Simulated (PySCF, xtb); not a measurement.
(1S)-1-bromo-1-chloroethane (C2H4BrCl), SMILES C[C@@H](Cl)Br.

Harmonic wavenumbers (cm⁻¹) from xtb 6.7.1 with GFN2-xTB at its own minimum, in rising order: 201, 232, 263, 357, 524, 633, 999, 1056, 1082, 1169, 1227, 1403, 1463, 1471, 2956, 3029, 3032, 3042.

Task: What does PySCF with B3LYP-D3(BJ)/def2-SVP give at its own minimum? (Estimate from the structure and the level; the computed values follow.)

Result: 219, 272, 296, 380, 564, 670, 979, 1060, 1096, 1208, 1288, 1395, 1453, 1460, 3043, 3132, 3144, 3160. Paired by order, the mean absolute difference is 43 cm⁻¹ and the zero-point energies are 34.5 and 35.5 kcal/mol.
